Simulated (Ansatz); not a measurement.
`[OH][Al]([F])[F]` and `[OH][Al]([F])[Br]` differ in one atom or group.

Ansatz, PBE0-D4/def2-TZVP geometries, multiplicity 1. Each molecule was computed in one conformer, which needn't be the lowest.

Scalar relativity is left out up to krypton.

```tsv
property	`[OH][Al]([F])[F]`
size of the dipole moment (ωB97M-V/def2-TZVPP) / D	1.95
HOMO–LUMO gap (ωB97M-V/def2-TZVPP) / eV	12.97
LUMO energy (PBE/def2-TZVPP) / eV	-1.97
size of the dipole moment (PBE/def2-TZVPP) / D	1.92
size of the dipole moment (B3LYP/def2-TZVPP) / D	1.96
zero-point energy (PBE0-D4/def2-TZVP) / kJ/mol	49.9
```

What does the change do to each property? (Estimate.)

Ansatz gave: 
```csv
property,`[OH][Al]([F])[Br]`,shift
size of the dipole moment (ωB97M-V/def2-TZVPP) / D,1.97,0.02
HOMO–LUMO gap (ωB97M-V/def2-TZVPP) / eV,11.73,-1.24
LUMO energy (PBE/def2-TZVPP) / eV,-1.97,0.00
size of the dipole moment (PBE/def2-TZVPP) / D,1.95,0.03
size of the dipole moment (B3LYP/def2-TZVPP) / D,2.00,0.04
zero-point energy (PBE0-D4/def2-TZVP) / kJ/mol,46.3,-3.6
```

Dipoles are sizes alone; their direction can turn.

B3LYP here is the variant with VWN-RPA as its local correlation; programs differ in this.

Spin–orbit coupling is left out; it splits and shifts lone-pair levels of the heavy atoms by tenths of an eV.
